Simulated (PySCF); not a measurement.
Species: C2H7BN2.
SMILES with atom numbers: `[BH:1]1[NH:2][CH2:3][CH2:4][NH:5]1`

Cartesian coordinates in Å at the PBE0-D3(BJ)/def2-SVP level; atoms count from 1:
```xyz
12
C2H7BN2 angstrom
B     -0.9422    1.0643   -0.1423
N      0.4637    1.1797   -0.2285
C      1.1151   -0.1010   -0.0362
C     -0.0488   -1.1030    0.1844
N     -1.2484   -0.2929    0.1059
H     -1.7382    1.9631   -0.2597
H      1.0193    2.0047   -0.3881
H      1.7979   -0.0925    0.8331
H      1.7243   -0.3916   -0.9117
H      0.0466   -1.6090    1.1626
H     -0.0348   -1.8980   -0.5837
H     -2.1521   -0.7251    0.2121
```

Definitions: NICS(0) = −σiso at the ring centroid; NICS(1) = −σiso and NICS(1)zz = −σzz at ±1 Å along the ring normal z. Level: GIAO KT2/pcSseg-2 (PySCF, non-relativistic, gas phase) on the PBE0-D3(BJ)/def2-SVP geometry, one conformer.

Ring bond lengths (Å): B1–N2 1.413, N2–C3 1.450, C3–C4 1.552, C4–N5 1.450, N5–B1 1.413.

Task: Give the NICS values of each ring in ppm.

Result: 
```csv
ring,type,NICS(0),"NICS(1), two faces","NICS(1)zz, two faces",rms pucker (Å),"centre to ring atoms, mean (Å)"
B1–N2–C3–C4–N5,5-membered ring with B and 2 N; formal bonds all single,-4.5,-0.6 / -0.6,-1.8 / -1.8,0.00,1.24
```

Task: What do they say, and how far can they be read as aromaticity?

Result: 
- B1–N2–C3–C4–N5: mean NICS(1)zz -1.8 ppm, near zero. C3, C4 have four or more neighbours; no verdict on aromaticity is drawn.

Task: Give the inner angles of the rings.

Result: 
- B1–N2–C3–C4–N5: B1 107.7°, N2 111.5°, C3 104.6°, C4 104.6°, N5 111.5°; sum 540.0° against 540° for a flat convex ring.

Task: How shielded are the nuclei of the rings and their hydrogens (means over atoms taken as equivalent)?

Result: 
```json
{"atoms": "B1", "environment": "three-coordinate boron", "σ isotropic (ppm)": "77.9", "principal values of the symmetric part, first atom (ppm)": "62.7, 65.9, 105.0"}
{"atoms": "N2 (×2)", "environment": "boron-bound nitrogen", "σ isotropic (ppm)": "179.1", "principal values of the symmetric part, first atom (ppm)": "115.7, 179.2, 242.5"}
{"atoms": "C3 (×2)", "environment": "sp3 carbon bound to nitrogen", "σ isotropic (ppm)": "133.9", "principal values of the symmetric part, first atom (ppm)": "110.1, 128.4, 163.1"}
{"atoms": "H6", "environment": "B–H hydrogen", "σ isotropic (ppm)": "27.05", "principal values of the symmetric part, first atom (ppm)": "25.8, 26.1, 29.2"}
{"atoms": "H7 (×2)", "environment": "N–H hydrogen", "σ isotropic (ppm)": "28.69", "principal values of the symmetric part, first atom (ppm)": "22.6, 26.9, 36.5"}
{"atoms": "H8 (×4)", "environment": "methylene hydrogen", "σ isotropic (ppm)": "27.44", "principal values of the symmetric part, first atom (ppm)": "23.1, 26.1, 33.2"}
```

Task: How do the values depend on the level or the medium?

Result: 
```tsv
level	NICS(0), B1–N2–C3–C4–N5	mean NICS(1)zz, B1–N2–C3–C4–N5
KT2/pcSseg-2, gas	-4.5	-1.8
PBE0/pcSseg-1, gas	-5.1	-2.6
```

The geometry is the same throughout.
